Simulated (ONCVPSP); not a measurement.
N (Z = 7): one change to an ONCV potential, before and after

```json
{"Element": "nitrogen", "Generator": "ONCVPSP 4.0.1", "Type": "optimised norm-conserving Vanderbilt (ONCV)", "Functional": "PBEsol", "Relativity": "scalar-relativistic", "Frozen core": "[He]", "Valence charge": "5", "Reference configuration": "2s2 2p1 (charge +2)", "Partial waves": "2s: rc 0.80 bohr, ncon 4, nbas 9, qcut 6.7 1/bohr, 1 projector; 2p: rc 1.85 bohr, ncon 5, nbas 9, qcut 6.4 1/bohr, 2 projectors, debl 2.8 Ha; d scattering state at 0.27 Ha: rc 1.40 bohr, ncon 4, nbas 8, qcut 7.4 1/bohr, 2 projectors, debl 1.7 Ha", "Local potential": "polynomial inside 0.65 bohr (lpopt 5, dvloc0 2 Ha)", "Core correction": "Teter function, fcfact 5.25, rcfact 1.7"}
```

All-electron outer shells of the reference configuration (PBEsol, scalar-relativistic, ld1.x):

```
shell  level (eV)  outermost node (bohr)  outermost maximum (bohr)
   1s     -422.16                      –                      0.15
   2s      -48.96                   0.32                      0.96
   2p      -37.36                      –                      0.86
```

Change: p: rc 1.26.

Cutoffs: the cutoffs (Ha) at which the residual kinetic energy of the hardest occupied pseudo-wave falls to 1 and 0.1 mHa per electron; they do not see the model core or the augmentation charge, which bear on the density cutoff. Errors are all-electron minus pseudo energies relative to the spin-unpolarised reference configuration.

Q: What does the change do?

A: The potential gets harder (57 Ha and 302 Ha → 133 Ha and 302 Ha); of the 4 tests that both files solve, the error grows in 0 and shrinks in 4 by more than 15 % and 0.3 meV (median size 333.3 → 89.5 meV); neither file shows a bound ghost. A smaller radius makes the pseudo-wave follow the all-electron one further in, where it bends more sharply, so more plane waves are needed. Less of the atom is replaced, so other configurations are described better.

```tsv
quantity	base	changed
cutoff, loose	57 Ha	133 Ha
cutoff, tight	302 Ha	302 Ha
loose cutoff by channel	s 57 Ha, p 18 Ha	s 57 Ha, p 133 Ha
bound ghosts	none	none
GHOST(+) flags under 300 eV	none	none
error for 2s2 2p3, meV [ΔE -42.26 eV]	+354	+89
error for 2s2 2p2, meV [ΔE -28.74 eV]	+147	+39
error for 2s2 2p0, meV [ΔE 46.88 eV]	+313	+90
error for 2s1 2p4, meV [ΔE -30.82 eV]	+571	+141
s: phases at 0.81 bohr within 0.05 rad from the reference energy up to (Ha; the scan ends near 5)	3.7	3.7
d: phases at 1.42 bohr within 0.05 rad from the reference energy up to (Ha; the scan ends near 5)	to the end of the scan	to the end of the scan
rms error of d²Exc/dni dnj with the model core, mHa	2.91	2.61
```
